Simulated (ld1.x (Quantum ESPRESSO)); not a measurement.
# Configuration tests for Si (Z = 14) (TM)

| Quantity | Value |
| --- | --- |
| Element | silicon |
| Generator | ld1.x (Quantum ESPRESSO) 7.5 |
| Type | norm-conserving Troullier–Martins (Kleinman–Bylander form) |
| Functional | PBE |
| Relativity | fully relativistic |
| Frozen core | [Ne] |
| Valence charge | 4 |
| Reference configuration | 3s2 3p1.5 (charge +0.5) |
| Partial waves | 3p (bound): rc 1.45 bohr; 3d channel at 0.1 Ry: rc 1.40 bohr; 3s (bound): rc 1.25 bohr |
| Local potential | the s channel |
| Core correction | a·sin(br)/r model core inside 1.00 bohr |

Open shells are filled in proportion to 2j + 1 (rel_dist='average').

Energies are relative to the spin-unpolarised reference configuration 3s2 3p1.5; without spin polarisation the order of configurations can differ from experiment.

| valence configuration | charge | ΔE all-electron (eV) | error AE − PS (meV) |
| --- | --- | --- | --- |
| 3s2 3p1 | +1 | 4.819 | +1.6 |
| 3s2 3p2.3 | -0.3 | -3.852 | +1.8 |
| 3s1 3p2 | +1 | 12.249 | +4.9 |
| 3s0 3p4 | 0 | 10.857 | -3.0 |
| 3s1 3p3 | 0 | 3.893 | -1.2 |

Q: What are ΔE and the potential's error for 3s2 3p2?

A: ΔE = -2.922 eV all-electron; the error (AE − PS) is +0.8 meV.

Q: What are ΔE and the potential's error for 3s2 3p0?

A: ΔE = 20.811 eV all-electron; the error (AE − PS) is +17 meV.

Levels in the configuration 3s0 3p4:

| level | all-electron (eV) | pseudo (eV) |
| --- | --- | --- |
| 3p j=1/2 | -5.223 | -5.216 |
| 3p j=3/2 | -5.187 | -5.181 |
